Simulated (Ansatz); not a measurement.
Ge(OH)4 (GeO4H4), relaxed as a singlet with RKS PBE-D4/def2-SVP in Ansatz, starting from the GFN2-xTB geometry. Force threshold 0.02 eV/Å.

Start:

```xyz
9

Ge    0.000    0.001   -0.001
O    -1.399    0.344   -0.944
H    -2.233    0.302   -0.481
O     1.284   -0.337   -1.097
H     1.053   -0.869   -1.856
O    -0.396   -1.312    1.039
H     0.181   -1.438    1.789
O     0.510    1.308    0.995
H     1.001    1.999    0.556
```

Problem. Estimate the energy that the relaxation releases and the steps that it takes.

Solution. 24.6 kJ/mol, in 6 steps; 6.5 s on 4 threads of Intel Xeon on a shared host. No frequencies were taken in this run, so the end may be a saddle point.

Problem. Does the start keep its bonding and symmetry?

Solution. By distances, no bond broke or formed. The bond that changes most is Ge1–O8, from 1.72 to 1.78 Å (atoms count from 1).

Problem. Predict the relaxed structure.

Solution. 
```xyz
9

Ge    0.000    0.000    0.000
O    -1.432    0.317   -1.009
H    -2.241    0.121   -0.499
O     1.336   -0.302   -1.137
H     0.987   -0.719   -1.948
O    -0.459   -1.333    1.087
H     0.101   -1.310    1.886
O     0.555    1.318    1.059
H     1.154    1.907    0.562
```
Bond lengths: 4 × Ge–O 1.78 Å; 4 × H–O 0.98 Å.
